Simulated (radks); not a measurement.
Polarisability of the chlorine ion Cl3+, [Ne] 3s2 3p2, at imaginary frequency. Calculated with a radial shooting solver on a logarithmic mesh with Libxc functionals: scalar-relativistic Kohn-Sham, exchange-only LDA, spin-unpolarised, spherical densities, finite nucleus; Fermi nuclear charge, rms radius 3.3654 fm. Response by self-consistent Sternheimer equations with the Hartree and adiabatic exchange-only LDA kernel, the relativistic mass of each level held fixed and spin-orbit coupling left out.

w (hartree),alpha1(iw) (bohr^3)
0.00266,4.361
0.0143,4.359
0.0360,4.352
0.0697,4.327
0.118,4.266
0.186,4.134
0.280,3.881
0.413,3.447
0.605,2.803
0.892,2.010
1.35,1.236
2.12,0.6472
3.59,0.2907
6.94,0.1104
17.5,0.02783

Static values: alpha1 = 4.361 bohr^3 (0.6462 angstrom^3; uncoupled 7.383). C6 = 11.92, triple-dipole C9 = 38.09 atomic units. One-pole (London) frequency 4 C6 / (3 alpha1^2) = 0.836 hartree, against 1.606 for minus the highest occupied eigenvalue.
